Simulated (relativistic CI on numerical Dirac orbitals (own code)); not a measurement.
## Charge states of europium

Computed by Dirac-Coulomb-Breit CI, orbitals from a KLI potential per configuration, QED by a radiative potential, valence Slater integrals scaled by 0.9 (own radial code, finite nucleus).

Each species is treated in one configuration, given outside its closed core. Radial values are for the open shell of highest l, unscaled and averaged over j; ζ includes the Breit term. Labels give the leading LS character, summed over repeated terms.

```
  Ion  Configuration  Its lowest level  LS weight (%)  ζ (cm⁻¹)  ⟨r⟩ (bohr)  ⟨r²⟩ (bohr²)  F² (cm⁻¹)  F⁴ (cm⁻¹)
Eu²⁹⁺     3d¹⁰4s²4p⁴               ³P2             72    210200      0.5237        0.3099     196200           
Eu³⁰⁺     3d¹⁰4s²4p³   J = 3/2 (mixed)             44    214100      0.5198        0.3054     197500           
Eu³¹⁺     3d¹⁰4s²4p²               ³P0             73    218100       0.516        0.3009     198700           
Eu³²⁺      3d¹⁰4s²4p            ²P°1/2            100    222100      0.5123        0.2966                      
Eu³³⁺        3d¹⁰4s²               ¹S0            100                                                          
Eu³⁴⁺         3d¹⁰4s             ²S1/2            100                0.4945        0.2748                      
Eu³⁵⁺           3d¹⁰               ¹S0            100                                                          
Eu³⁶⁺            3d⁹             ²D5/2            100     96530      0.2166       0.05468                      
Eu³⁷⁺            3d⁸               ³F4             90     98770      0.2145       0.05356     473500     305100
Eu³⁸⁺            3d⁷             ⁴F9/2             65    101100      0.2124       0.05249     478800     308700
Eu³⁹⁺            3d⁶     J = 4 (mixed)             40    103400      0.2104       0.05145     484100     312300
Eu⁴⁰⁺            3d⁵   J = 5/2 (mixed)             29    105800      0.2085       0.05044     489300     315800
Eu⁴¹⁺            3d⁴               ³P0             58    108200      0.2066       0.04947     494500     319400
Eu⁴²⁺            3d³             ⁴F3/2             51    110600      0.2047       0.04853     499700     322900
Eu⁴³⁺            3d²               ³F2             76    113100      0.2029       0.04762     504900     326400
Eu⁴⁴⁺             3d             ²D3/2            100    115700      0.2011       0.04674                      
Eu⁴⁵⁺         3s²3p⁶               ¹S0            100                                                          
Eu⁴⁶⁺         3s²3p⁵            ²P°3/2            100    870700      0.2237       0.05789                      
Eu⁴⁷⁺         3s²3p⁴               ³P2             70    882700      0.2224       0.05721     441800           
Eu⁴⁸⁺         3s²3p³   J = 3/2 (mixed)             47    894800      0.2211       0.05654     444200           
Eu⁴⁹⁺         3s²3p²               ³P0             70    907000      0.2198       0.05589     446600           
Eu⁵⁰⁺          3s²3p            ²P°1/2            100    919400      0.2186       0.05525                      
Eu⁵¹⁺            3s²               ¹S0            100                                                          
Eu⁵²⁺             3s             ²S1/2            100                0.2229       0.05668
```
